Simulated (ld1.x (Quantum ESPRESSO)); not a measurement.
zinc (Zn) PAW: all-electron and pseudo phase curves

* Element: Zn
* Generator: ld1.x (Quantum ESPRESSO) 7.5
* Type: PAW
* Functional: LDA (PZ)
* Relativity: scalar-relativistic
* Frozen core: [Ar]
* Valence charge: 12
* Reference configuration: 3d10 4s2 4p0
* Partial waves: 4s (bound): rcut 1.40, rcutus 1.95 bohr; 4s channel at 0.15 Ry: rcut 1.40, rcutus 1.95 bohr; 4p (bound, empty): rcut 2.35, rcutus 3.15 bohr; 4p channel at 0.3 Ry: rcut 2.35, rcutus 3.15 bohr; 3d (bound): rcut 0.85, rcutus 1.10 bohr; 3d channel at 1.1 Ry: rcut 0.85, rcutus 1.10 bohr
* Local potential: all-electron potential smoothed inside 2.40 bohr (lloc = -1)
* Core correction: Bessel-smoothed model core, default radius (core density twice the valence density)
* Augmentation charge: BESSEL, radius 0.85 bohr

The phase is arctan(r·u′/u) with u = r·R(r), unwrapped; energies in Ry, scanned from -3 to 5 Ry. A pole is an energy at which the radial function vanishes at the test radius. The pseudo phase is shifted by a multiple of π to meet the all-electron one at the reference energy, and phase errors are pseudo minus all-electron; the curves can meet again beyond the range given. Levels narrower than the energy grid can be missing from the lists of poles.

```tsv
channel	radius (bohr)	reference energy (Ry)	poles, all-electron	poles, pseudo	unbroken range about the reference energy with phases within 0.05 rad	phase error 1 Ry above the reference energy (rad)
s	3.38	-0.46	-0.02, 4.02	-0.02, 3.98	the whole range	-0.000
p	3.38	-0.09	0.74, 4.88	0.74, 4.25	below 2.1	-0.000
d	3.38	-0.77	-0.75, 2.11	-0.75, 2.12	below 3.8	+0.000
```

Phases in the p channel:

| E (Ry) | all-electron | pseudo |
| --- | --- | --- |
| -3.00 | 1.392 | 1.392 |
| -2.76 | 1.384 | 1.383 |
| -2.52 | 1.374 | 1.374 |
| -2.28 | 1.362 | 1.362 |
| -2.04 | 1.348 | 1.348 |
| -1.80 | 1.331 | 1.331 |
| -1.56 | 1.309 | 1.309 |
| -1.32 | 1.280 | 1.280 |
| -1.08 | 1.238 | 1.238 |
| -0.84 | 1.174 | 1.174 |
| -0.60 | 1.058 | 1.057 |
| -0.36 | 0.787 | 0.787 |
| -0.12 | -0.051 | -0.051 |
| 0.12 | -1.041 | -1.041 |
| 0.36 | -1.376 | -1.376 |
| 0.60 | -1.518 | -1.518 |
| 0.84 | -1.602 | -1.602 |
| 1.08 | -1.666 | -1.667 |
| 1.32 | -1.727 | -1.728 |
| 1.56 | -1.796 | -1.800 |
| 1.80 | -1.890 | -1.900 |
| 2.04 | -2.049 | -2.082 |
| 2.28 | -2.396 | -2.529 |
| 2.52 | -3.220 | -3.533 |
| 2.76 | -3.993 | -4.171 |
| 3.00 | -4.307 | -4.407 |
| 3.24 | -4.450 | -4.521 |
| 3.48 | -4.531 | -4.590 |
| 3.72 | -4.584 | -4.637 |
| 3.96 | -4.622 | -4.674 |
| 4.20 | -4.652 | -4.706 |
| 4.44 | -4.676 | -4.735 |
| 4.68 | -4.697 | -4.765 |
| 4.92 | -4.716 | -4.797 |
